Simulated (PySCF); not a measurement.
Gas-phase equilibrium of 1 mol H2S, 0.77 mol H2 at 1000 K and 0.00100 bar, among 9 species (S2, S6, H2S2, H, H2S, SH, H2, S8, S). Only gases are allowed; each row takes one source of thermochemistry for all species, and Cantera finds the minimum.

Method: PySCF energies plus ideal-gas RRHO corrections (1 bar). † marks an energy on the PBE0/def2-TZVP geometry and frequencies; other levels use their own. MP2 freezes the core. Open shells (unrestricted) among the columns below: S2 (multiplicity 3), H (multiplicity 2), SH (multiplicity 2, electronic degeneracy 4); the rest are closed-shell singlets. Spin-orbit splitting is ignored; it lowers the true energy and changes the entropy of SH. No R ln 2 is added for the mirror-image form of H2S2. MP2 isn't extrapolated to the basis-set limit. The harmonic model lacks anharmonicity and excited electronic states, which grow with temperature; levels with a mode under 35 cm⁻¹ are left out. Internal rotation in H2S2 is treated as a harmonic vibration of one conformer, which makes the entropy rough.

Molecules larger than those listed are left out.

Mole fractions:

```tsv
thermochemistry	x H2S	x H2	x S2	x H2S2	x SH	x H
MP2/def2-TZVPP†	0.46	0.50	0.041	1.4e-5	6.6e-5	2.4e-7
PBE/def2-SVP	0.39	0.54	0.069	7.9e-6	4.6e-5	3.0e-7
PBE0/def2-TZVP	0.41	0.53	0.060	2.4e-5	8.6e-5	2.1e-7
LDA/def2-TZVP†	0.55	0.44	0.0046	9.2e-5	1.2e-6	2.1e-8
ωB97M-V/def2-TZVP†	0.51	0.47	0.022	3.7e-5	7.5e-5	7.1e-8
```
The most sensitive of these is SH: it spans a factor of 10^1.8 over these rows; at this temperature one factor of ten is RT ln 10 = 19 kJ/mol.
